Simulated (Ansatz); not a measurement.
AlBH5NSiZn, SMILES `[NH2][Al]1[SiH2][B]1[ZnH]`, relaxed with RKS PBE0-D4/def2-TZVP in Ansatz 0.2.0 from a GFN2-xTB geometry. The force threshold is 0.005 eV/Å; the program also tests the step.

Charge 0, multiplicity 1.

Start:

```xyz
10

N    -1.509   -1.634    1.247
Al   -0.628   -0.267    0.468
Si    0.416    1.218   -2.045
B     0.394    1.314   -0.186
Zn    1.866    0.970    1.132
H    -1.281   -2.007    2.172
H    -2.285   -2.199    0.900
H    -0.589    0.626   -2.974
H     1.221    2.016   -3.010
H     2.395   -0.037    2.297
```

| step | energy (eV) | largest force (eV/Å) | largest move (Å) |
| --- | --- | --- | --- |
| 1 | -65125.9700 | 0.793 | 0.000 |
| 2 | -65126.1790 | 0.479 | 0.194 |
| 3 | -65126.2855 | 0.262 | 0.197 |
| 4 | -65126.3436 | 0.274 | 0.200 |
| 5 | -65126.3857 | 0.174 | 0.196 |
| 6 | -65126.4202 | 0.129 | 0.195 |
| 7 | -65126.4475 | 0.295 | 0.199 |
| 8 | -65126.4695 | 0.520 | 0.199 |
| 9 | -65126.4792 | 1.029 | 0.194 |
| 10 | -65126.5233 | 0.242 | 0.200 |
| 11 | -65126.5443 | 0.143 | 0.200 |
| 13 (rejected) | -65126.5494 | 0.969 | 0.196 |
| 15 | -65126.5693 | 0.219 | 0.098 |
| 17 (rejected) | -65126.5692 | 0.162 | 0.149 |
| 19 | -65126.5801 | 0.172 | 0.096 |
| 21 | -65126.5834 | 0.042 | 0.046 |
| 23 | -65126.5839 | 0.016 | 0.022 |
| 25 | -65126.5846 | 0.038 | 0.020 |
| 27 | -65126.5849 | 0.049 | 0.036 |
| 29 | -65126.5851 | 0.003 | 0.014 |
| 31 | -65126.5852 | 0.028 | 0.026 |
| 33 | -65126.5852 | 0.004 | 0.032 |
| 35 | -65126.5852 | 0.005 | 0.008 |
| 36 | -65126.5852 | 0.003 | 0.003 |

End:

```xyz
10

N    -1.988   -1.666    0.816
Al   -0.582   -0.652    0.511
Si    0.282    0.977   -1.566
B     0.949    0.502    0.091
Zn    2.574    1.032    1.136
H    -2.867   -1.339    1.185
H    -2.054   -2.646    0.589
H    -1.002    0.443   -2.129
H     0.852    1.907   -2.584
H     3.835    1.440    1.951
```

Hardware: 4 threads of an Intel Xeon Platinum 8175M on a shared host. Wall time 2.8 min, peak host memory 0.73 GiB.
